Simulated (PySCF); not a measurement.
## Frontier orbitals and the lowest excitations

Compound: C7H10O.
Numbering: `[CH3:1][C:2](=[C:3]=[O:4])[CH:5]1[CH2:6][CH2:7][CH2:8]1` (hydrogens: H9, H10, H11 on C1; H12 on C5; H13, H14 on C6; H15, H16 on C7; H17, H18 on C8)

Geometry (GFN2-xTB, Å), atoms numbered from 1 in this order:
```xyz
18
C7H10O angstrom
C     -2.2332    0.3628   -0.9137
C     -1.2631   -0.1127    0.1411
C     -1.6262   -0.2114    1.3801
O     -1.9672   -0.3155    2.4938
C      0.1441   -0.3947   -0.3099
C      1.0699    0.8299   -0.4956
C      2.1755    0.0821    0.2630
C      1.1455   -0.9662    0.7097
H     -1.8441    1.2607   -1.3931
H     -3.2026    0.5889   -0.4787
H     -2.3615   -0.4063   -1.6754
H      0.1027   -0.9993   -1.2196
H      0.7090    1.7041    0.0429
H      1.2925    1.1118   -1.5227
H      2.9353   -0.3308   -0.3973
H      2.6665    0.6380    1.0585
H      0.8221   -0.8275    1.7394
H      1.4259   -2.0076    0.5660
```

The calculation used TDDFT CAM-B3LYP/def2-SVPD, vertical, gas phase, core orbitals frozen in the response (PySCF 2.14.0, density-fitted response routines).

Kohn–Sham orbitals with the atoms that hold most of them (Löwdin shares over 4%, at most four atoms; ? is withheld):

```json
{"orbital": "HOMO-3", "ε (eV)": "-10.53", "atoms": "C7 16%, C6 13%, C8 13%, C5 9%"}
{"orbital": "HOMO-2", "ε (eV)": "-10.38", "atoms": "C8 21%, C7 20%, C6 17%, C5 13%"}
{"orbital": "HOMO-1", "ε (eV)": "-10.17", "atoms": "C5 19%, C8 19%, C7 17%, C6 15%"}
{"orbital": "HOMO", "ε (eV)": "-7.58", "atoms": "?"}
{"orbital": "LUMO", "ε (eV)": "?", "atoms": "?"}
{"orbital": "LUMO+1", "ε (eV)": "1.20", "atoms": "C3 17%, C1 16%, O4 7%, C6 6%"}
{"orbital": "LUMO+2", "ε (eV)": "1.70", "atoms": "C7 20%, H15 14%, H16 9%, C3 7%"}
```

Problem. Give the leading atoms of the HOMO.

Solution. C2 (bonded to 3 C) 34%; O4 (bonded to C) 22%; C3 (bonded to C and O) 21%; C1 (bonded to C and 3 H) 6%. By element: carbon 60% or more, oxygen 22%.

Problem. Give the leading atoms of the LUMO.

Solution. C3 (bonded to C and O) 36%; O4 (bonded to C) 31%; C2 (bonded to 3 C) 9%; C1 (bonded to C and 3 H) 8%. By element: carbon 53% or more, oxygen 31%.

Problem. What is the LUMO energy, and the HOMO–LUMO gap?

Solution. ε(LUMO) = 0.44 eV; the gap is 8.02 eV (0.2948 hartree).

Problem. The HOMO–LUMO gap is 8.02 eV. Where does the response calculation put the lowest singlet, and from which orbitals?

Solution. S1 is at 3.40 eV (f = 0.0000), 4.62 eV below the gap, made of HOMO→LUMO (96%). Without the coupling terms of the response equations the lowest excitation would equal the gap.

Problem. One configuration dominates each of S1 and S2. Which, and how do the shares of the two leading atoms of either orbital change from the occupied to the empty one?

Solution. 
- S1 (3.40 eV, f 0.0000), HOMO→LUMO (96%): C2 34% → 9%, O4 22% → 31%, C3 21% → 36%
- S2 (5.78 eV, f 0.0017), HOMO→LUMO+1 (82%): C2 34% → at most 7%, O4 22% → 7%, C3 21% → 17%, C1 6% → 16%

One conformer stands for the species.
